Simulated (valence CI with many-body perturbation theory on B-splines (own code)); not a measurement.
# In⁴¹⁺: electric-dipole lines

Level of theory: configuration interaction combined with many-body perturbation theory (CI+MBPT): six valence electrons over a frozen Dirac-Fock core [He], radial functions for each j: 9 s, 9 p, 8 d, 6 f, 3 g, 1 h, with the one-electron correlation potential Σ1 (screened to all orders), the two-electron term Σ2, the three-electron term Σ3, Breit, model QED; selected single and double excitations, second order for the rest, scaled by the run's own slope (own B-spline code, finite nucleus).

No measured spectrum was set against this ion. As an estimate, large intervals hold to a few tenths of a per cent, small ones and those within an open d or f shell to about a per cent. Among the levels kept, up to 2200 cm⁻¹ of a level comes from second order outside the variational space, and about a tenth of that is noise between levels of different J, which matters for small intervals.

Lines 201 to 232 of 232 in falling wavelength, among levels below 32844 × 10³ cm⁻¹, chosen from the strongest by gf and those to the six lowest levels. Wavelengths and rates use the calculated energies. Electric multipoles are in the length gauge with retardation, E1 and E2 with the static RPA response of the core. Weak lines are less certain than strong ones. Lines between different terms over intervals too small for the method are left out, as are lines whose strength nearly cancels. The highest levels of a list are the least certain.

Levels are named by their leading jj configuration (3d3/2^4 stands for four electrons in 3d with j = 3/2), which in mixed levels can hold well under half, so a name can repeat and another be missing. Letters in brackets count levels of one name in rising energy.

```
λ vac (nm)                               Upper                       Lower   A (s⁻¹)  log gf  Branch %
    0.3233  (2s^2 2p1/2 2p3/2^2 3d3/2) J=1 [b]    (2s^2 2p1/2 2p3/2^3) J=1  1.00e+14   -0.33      30.8
    0.3232      (2s^2 2p1/2^2 2p3/2 3d5/2) J=2  (2s^2 2p1/2^2 2p3/2^2) J=2  6.41e+13   -0.30      78.7
    0.3231               (2s^2 2p3/2^3 3s) J=1    (2s^2 2p1/2 2p3/2^3) J=2  1.80e+13   -1.07      19.4
    0.3230      (2s^2 2p1/2 2p3/2^2 3d5/2) J=2    (2s^2 2p1/2 2p3/2^3) J=1  1.76e+14    0.14      61.1
    0.3230  (2s^2 2p1/2 2p3/2^2 3d5/2) J=3 [b]    (2s^2 2p1/2 2p3/2^3) J=2  2.10e+14    0.36      95.9
    0.3229      (2s^2 2p1/2 2p3/2^2 3d5/2) J=0    (2s^2 2p1/2 2p3/2^3) J=1  1.44e+14   -0.65     100.0
    0.3228               (2s^2 2p3/2^3 3s) J=2    (2s^2 2p1/2 2p3/2^3) J=1  5.00e+13   -0.41      42.3
    0.3225  (2s^2 2p1/2 2p3/2^2 3d5/2) J=1 [b]    (2s^2 2p1/2 2p3/2^3) J=1  5.28e+13   -0.61      21.6
    0.3223      (2s^2 2p1/2^2 2p3/2 3d5/2) J=3  (2s^2 2p1/2^2 2p3/2^2) J=2  2.97e+14    0.51      99.8
    0.3223  (2s^2 2p1/2 2p3/2^2 3d3/2) J=2 [c]    (2s^2 2p1/2 2p3/2^3) J=1  3.19e+13   -0.60      73.3
    0.3221      (2s^2 2p1/2^2 2p3/2 3d5/2) J=1  (2s^2 2p1/2^2 2p3/2^2) J=2  1.09e+13   -1.29       4.6
    0.3218               (2s^2 2p3/2^3 3s) J=1    (2s^2 2p1/2 2p3/2^3) J=1  1.55e+13   -1.14      16.7
    0.3213     (2s^2 2p1/2 2p3/2^2 3s) J=1 [b]  (2s^2 2p1/2^2 2p3/2^2) J=2  3.18e+12   -1.83      11.6
    0.3114  (2s^2 2p1/2 2p3/2^2 3d3/2) J=1 [a]  (2s^2 2p1/2^2 2p3/2^2) J=0  3.77e+12   -1.78      11.7
    0.3093  (2s^2 2p1/2 2p3/2^2 3d5/2) J=1 [a]  (2s^2 2p1/2^2 2p3/2^2) J=0  4.78e+11   -2.69       0.3
    0.3088  (2s^2 2p1/2 2p3/2^2 3d3/2) J=1 [a]  (2s^2 2p1/2^2 2p3/2^2) J=2  1.76e+13   -1.12      54.5
    0.3087  (2s^2 2p1/2 2p3/2^2 3d3/2) J=2 [a]  (2s^2 2p1/2^2 2p3/2^2) J=2  3.08e+13   -0.66      91.3
    0.3086  (2s^2 2p1/2 2p3/2^2 3d3/2) J=1 [b]  (2s^2 2p1/2^2 2p3/2^2) J=0  1.46e+13   -1.20       4.5
    0.3083  (2s^2 2p1/2 2p3/2^2 3d3/2) J=3 [a]  (2s^2 2p1/2^2 2p3/2^2) J=2  6.21e+13   -0.21      99.2
    0.3079  (2s^2 2p1/2 2p3/2^2 3d5/2) J=1 [b]  (2s^2 2p1/2^2 2p3/2^2) J=0  1.24e+13   -1.28       5.1
    0.3076  (2s^2 2p1/2 2p3/2^2 3d5/2) J=3 [a]  (2s^2 2p1/2^2 2p3/2^2) J=2  2.25e+12   -1.65      18.6
    0.3072               (2s^2 2p3/2^3 3s) J=1  (2s^2 2p1/2^2 2p3/2^2) J=0  3.49e+13   -0.83      37.6
    0.3068  (2s^2 2p1/2 2p3/2^2 3d3/2) J=2 [b]  (2s^2 2p1/2^2 2p3/2^2) J=2  2.09e+14    0.17      86.9
    0.3068  (2s^2 2p1/2 2p3/2^2 3d5/2) J=1 [a]  (2s^2 2p1/2^2 2p3/2^2) J=2  7.88e+13   -0.48      55.8
    0.3067  (2s^2 2p1/2 2p3/2^2 3d3/2) J=3 [b]  (2s^2 2p1/2^2 2p3/2^2) J=2  2.91e+14    0.46      99.9
    0.3061  (2s^2 2p1/2 2p3/2^2 3d3/2) J=1 [b]  (2s^2 2p1/2^2 2p3/2^2) J=2  1.84e+14   -0.11      56.6
    0.3058      (2s^2 2p1/2 2p3/2^2 3d5/2) J=2  (2s^2 2p1/2^2 2p3/2^2) J=2  9.46e+13   -0.18      32.8
    0.3056               (2s^2 2p3/2^3 3s) J=2  (2s^2 2p1/2^2 2p3/2^2) J=2  6.07e+11   -2.37       0.5
    0.3054  (2s^2 2p1/2 2p3/2^2 3d5/2) J=1 [b]  (2s^2 2p1/2^2 2p3/2^2) J=2  3.68e+13   -0.81      15.1
    0.3052  (2s^2 2p1/2 2p3/2^2 3d3/2) J=2 [c]  (2s^2 2p1/2^2 2p3/2^2) J=2  9.25e+11   -2.19       2.1
    0.3048               (2s^2 2p3/2^3 3s) J=1  (2s^2 2p1/2^2 2p3/2^2) J=2  6.44e+12   -1.57       6.9
    0.3046  (2s^2 2p1/2 2p3/2^2 3d5/2) J=3 [b]  (2s^2 2p1/2^2 2p3/2^2) J=2  8.87e+12   -1.06       4.1
```

Q: How does gf follow from A for the line at 0.3079 nm?

A: gf = 1.4992 × (2J+1)_upper × A / σ², with σ = 32481015 cm⁻¹ and 2J+1 = 3: gf = 0.0530.
